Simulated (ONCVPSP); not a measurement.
**What one change does to a pseudopotential (thulium, ONCV)**

```json
{
  "Element": "Tm (Z = 69)",
  "Generator": "ONCVPSP 4.0.1",
  "Type": "optimised norm-conserving Vanderbilt (ONCV)",
  "Functional": "PBE",
  "Relativity": "scalar-relativistic",
  "Frozen core": "[Kr] 4d10 4f12",
  "Valence charge": "11",
  "Reference configuration": "5s2 5p6 5d1 6s1.5 (charge +0.5)",
  "Partial waves": "5s+6s: rc 1.95 bohr, ncon 4, nbas 7, qcut 7.3 1/bohr, 2 projectors; 5p: rc 2.35 bohr, ncon 4, nbas 8, qcut 4.9 1/bohr, 2 projectors, debl 3.9 Ha; 5d: rc 2.25 bohr, ncon 4, nbas 7, qcut 4.6 1/bohr, 1 projector",
  "Local potential": "polynomial inside 1.25 bohr (lpopt 5, dvloc0 6 Ha)",
  "Core correction": "none"
}
```

All-electron outer shells of the reference configuration (PBE, scalar-relativistic, ld1.x):

```
shell  level (eV)  outermost node (bohr)  outermost maximum (bohr)
   5s      -60.80                   0.59                      1.08
   5p      -33.52                   0.63                      1.24
   4f      -12.70                      –                      0.49
   6s       -7.12                   1.46                      3.09
   5d       -4.86                   0.71                      1.85
```

Change: p: rc 2.76. In the p channel the program set the typed energies aside and used -1.232, 0.050 Ha.

Cutoffs: the cutoffs (Ha) at which the residual kinetic energy of the hardest occupied pseudo-wave falls to 1 and 0.1 mHa per electron; they do not see the model core or the augmentation charge, which bear on the density cutoff. Errors are all-electron minus pseudo energies relative to the spin-unpolarised reference configuration.

How do hardness, ghosts and transferability respond?

The potential gets neither clearly harder nor softer (16 Ha and 20 Ha → 16 Ha and 20 Ha); of the 4 tests that both files solve, the error grows in 0 and shrinks in 1 by more than 15 % and 0.3 meV (median size 10.4 → 4.5 meV); neither file shows a bound ghost.

| quantity | base | changed |
| --- | --- | --- |
| cutoff, loose | 16 Ha | 16 Ha |
| cutoff, tight | 20 Ha | 20 Ha |
| loose cutoff by channel | s 16 Ha, p 8.7 Ha, d 9.4 Ha | s 16 Ha, p 8.3 Ha, d 9.4 Ha |
| bound ghosts | none | none |
| GHOST(+) flags under 300 eV | s at 216.7 eV | s at 216.7 eV |
| error for 5s2 5p6 5d1 6s2, meV [ΔE -2.89 eV] | +1.6 | +1.5 |
| error for 5s2 5p6 5d1 6s1, meV [ΔE 4.26 eV] | +0.5 | +0.4 |
| error for 5s2 5p6 5d1 6s0, meV [ΔE 17.19 eV] | +22 | +20 |
| error for 5s2 5p6 5d1 6s0 6p2, meV [ΔE 3.79 eV] | +19 | +7.5 |
| s: phases at 1.98 bohr within 0.05 rad from the reference energy up to (Ha; the scan ends near 5) | to the end of the scan | to the end of the scan |
| d: phases at 2.28 bohr within 0.05 rad from the reference energy up to (Ha; the scan ends near 5) | 2.0 | 2.0 |
